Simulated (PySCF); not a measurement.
# NMR problem set

Computational details: σ from GIAO-PBE0/pcSseg-1, geometry from GFN2-xTB, in PySCF 2.14 (non-relativistic, a single conformation, no solvent, fast rotation and ring inversion assumed for equivalent nuclei).

δ = σ(ref) − σ, references computed at the same level: 1H and 13C vs TMS. Splittings of carbon signals by F and P are missing where no couplings were computed. Where no couplings were computed, multiplicities follow the n + 1 count of equivalent neighbours, and m marks all less simple cases (inequivalent or close neighbours, rings, F or P nearby). Shifts are as computed. Against solution values, carbons near 30 ppm lie about +3 ppm off and those near 130 ppm about +5 ppm. Of 1309 compounds with measured shifts, 239 miss one by over three times the rms of a fit or turn the order of signals round; such compounds aren't used in these exercises. OH and NH positions are gas-phase values without hydrogen bonding to other molecules.

Task: C7H13NOSi. 1H NMR (300 MHz, computed): δ 6.87 (m, 1H), 5.35 (m, 1H), 4.77 (q, 2H), 2.89 (s, 6H), 0.31 (t, 3H). 13C{1H} NMR (computed): δ 170.5 (C), 143.1 (C), 131.9 (CH), 88.5 (CH), 39.8 (CH3), -9.7 (CH3). Identify the compound.

Result: `C[SiH2]c1ccc(N(C)C)o1`. The formula gives 3 degrees of unsaturation (1 ring in the answer). 6 carbon signals for 7 carbons: some carbons are equivalent by symmetry or fast rotation. Carbon types of the structure: 2 × C, 2 × CH, 3 × CH3, leaving 2 H on heteroatoms. δC 170.5: aromatic carbon bearing nitrogen; the electronegative substituent deshields the carbon that carries it. δC 143.1: substituted aromatic carbon next to the ring oxygen. δC 131.9, 88.5: aromatic CH. δH 6.87, 5.35: hydrogen on an aromatic CH.

This is the structure that produced the data.

Task: C5H14O2Si2. 1H NMR (400 MHz, computed): δ 5.14 (s, 3H), 4.98 (d, 2H), 3.92 (m, 1H), 3.30 (s, 3H), 2.38 (m, 2H), 1.82 (m, 2H), 1.62 (m, 1H). 13C{1H} NMR (computed): δ 77.3 (CH), 56.8 (CH3), 31.1 (CH2), 12.0 (CH). Identify the compound.

Result: SMILES CO[C@H]1C[C@@H]([SiH2]O[SiH3])C1. Rings plus π bonds: 1 (1 ring in the answer). 4 carbon signals for 5 carbons: some carbons are equivalent by symmetry or fast rotation. Carbon types of the structure: 2 × CH, 2 × CH2, 1 × CH3, leaving 5 H on heteroatoms. δC 77.3: sp3 CH bonded to O; the inductive effect lowers its shielding. δC 56.8: methyl carbon bonded to O; pulled downfield by the heteroatom. δH 3.92: hydrogen on an sp3 CH bonded to O; its carbon carries O, hence the downfield position. δH 3.30: hydrogen on a methyl carbon bonded to O; its carbon carries O, which withdraws density.

The shifts were computed for this structure.

Task: C4H9FO3Si. 1H NMR (300 MHz, computed): δ 4.75 (m, 2H), 4.52 (m, 2H), 4.39 (m, 2H), 2.18 (br s, 1H), 2.16 (m, 1H), 1.27 (m, 1H). 13C{1H} NMR (computed): δ 80.9, 68.9, 35.9. What is it?

Result: SMILES O[Si]1(CF)OCCCO1. The formula gives 1 degree of unsaturation (1 ring in the answer). 3 carbon signals for 4 carbons: some carbons are equivalent by symmetry or fast rotation. Carbon types of the structure: 4 × CH2, leaving 1 H on heteroatoms. δC 80.9: sp3 CH2 bonded to F and Si; deshielded by the electronegative neighbour. δC 68.9: sp3 CH2 bonded to O; the inductive effect lowers its shielding. δH 4.52, 4.39: hydrogen on an sp3 CH2 bonded to O; its carbon carries O, which withdraws density. δH 2.18: hydrogen on an oxygen bonded to Si; labile proton, position sensitive to the medium.

The data come from this structure; uniqueness wasn't tested.

Task: C7H13NOSi. 1H NMR (300 MHz, computed): δ 6.22 (br s, 1H), 5.95 (br s, 1H), 5.30 (br s, 1H), 5.16 (s, 2H), 5.06 (br s, 1H), 3.38 (s, 2H), 2.05 (s, 3H), 0.38 (br s, 2H). 13C{1H} NMR (computed): δ 216.8 (C), 161.0 (C), 150.0 (C), 134.0 (CH2), 120.1 (CH2), 56.3 (CH2), 26.9 (CH3). Give a structure.

Result: `C=C(C)CC(=O)C(=C)[SiH2]N`. Rings plus π bonds: 3 (no ring in the answer). 7 carbon signals for 7 carbons: no two carbons are equivalent. Carbon types of the structure: 3 × C, 3 × CH2, 1 × CH3, leaving 4 H on heteroatoms. δC 161.0: α carbon of a C=C–C=O unit; the olefinic region. δC 150.0: fully substituted alkene carbon; an sp2 carbon of a C=C bond. δC 134.0: β carbon of a C=C–C=O unit; conjugation with the carbonyl draws π density from the β position. δC 120.1: terminal =CH2 carbon; as expected for a trigonal carbon in a double bond.

The shifts were computed for this structure.
